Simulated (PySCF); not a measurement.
**Mayer bond orders and bond lengths**

Species: C7H6ClOP.
Numbering: `[CH3:1][c:2]1[cH:3][c:4]([Cl:5])[p:6][c:7]([CH:8]=[O:9])[cH:10]1` (hydrogens: H11, H12, H13 on C1; H14 on C3; H15 on C8; H16 on C10)

Structure used (PBE0-D3(BJ)/def2-SVP), in Å, numbered top down from 1:
```
atom  x, y, z in Å
C1    -1.6679   -1.6371   -0.2751
C2    -0.7955   -0.4335   -0.0676
C3    -1.3809    0.8046    0.2356
C4    -0.6671    1.9832    0.4200
Cl5   -1.5734    3.4201    0.7884
P6     1.0665    2.1646    0.3181
C7     1.4831    0.5114   -0.0557
C8     2.9322    0.2224   -0.2299
O9     3.3779   -0.8680   -0.4849
C10    0.5890   -0.5481   -0.2003
H11   -1.2070   -2.5408    0.1487
H12   -2.6583   -1.5052    0.1818
H13   -1.8205   -1.8236   -1.3512
H14   -2.4696    0.8556    0.3364
H15    3.6066    1.1074   -0.1075
H16    1.0293   -1.5242   -0.4322
```

Bond orders from the PBE0/pcSseg-1 density (PySCF). Isolated species at its PBE0-D3(BJ)/def2-SVP geometry (one conformer only).

Q: How far do the computed orders between heavy atoms stray from the drawn ones?

A: The largest departure is 0.277, at C4–P6 (drawn aromatic, 1.223), counting aromatic bonds as 1.5. The bonds drawn aromatic range from 1.22 to 1.41.

Q: Set the Mayer orders of the bonds between heavy atoms beside their lengths.

A: 
```json
{"bond": "C1–C2", "drawn as": "single", "length (Å)": "1.501", "Mayer order": "1.077"}
{"bond": "C2–C3", "drawn as": "aromatic", "length (Å)": "1.403", "Mayer order": "1.386"}
{"bond": "C3–C4", "drawn as": "aromatic", "length (Å)": "1.390", "Mayer order": "1.368"}
{"bond": "C4–Cl5", "drawn as": "single", "length (Å)": "1.738", "Mayer order": "1.054"}
{"bond": "C4–P6", "drawn as": "aromatic", "length (Å)": "1.746", "Mayer order": "1.223"}
{"bond": "P6–C7", "drawn as": "aromatic", "length (Å)": "1.745", "Mayer order": "1.242"}
{"bond": "C7–C8", "drawn as": "single", "length (Å)": "1.488", "Mayer order": "1.015"}
{"bond": "C8–O9", "drawn as": "double", "length (Å)": "1.205", "Mayer order": "2.006"}
{"bond": "C7–C10", "drawn as": "aromatic", "length (Å)": "1.394", "Mayer order": "1.343"}
{"bond": "C10–C2", "drawn as": "aromatic", "length (Å)": "1.396", "Mayer order": "1.407"}
```

Bonds between the same two heavy elements. C–C: lowest C7–C8 (1.015, 1.488 Å), highest C10–C2 (1.407, 1.396 Å); in 3 of the 15 pairs the longer bond (by over 0.003 Å) has the higher order (by 0.02 or more). C–P: all 2 within 0.02 of one another (1.223 to 1.242).

Q: And the bonds to hydrogen?

A: C–H: 0.94 to 0.95 (6 bonds).

Q: Sum the orders of all bonds at each heavy atom with more than one neighbour and set the sums beside the valence in the SMILES.

A: C1 3.917 (drawn 4), C2 3.870 (drawn 4), C3 3.697 (drawn 4), C4 3.645 (drawn 4), P6 2.465 (drawn 3), C7 3.600 (drawn 4), C8 3.961 (drawn 4), C10 3.697 (drawn 4). Orders between atoms that aren't bonded are not in these sums.

Mayer orders depend on the basis set.

These values come from a run that also computed NMR shieldings. The run took 51 s wall on one thread, Arm Neoverse V1 (aarch64), no GPU (shared host), and the process peaked at 1.1 GiB of memory.
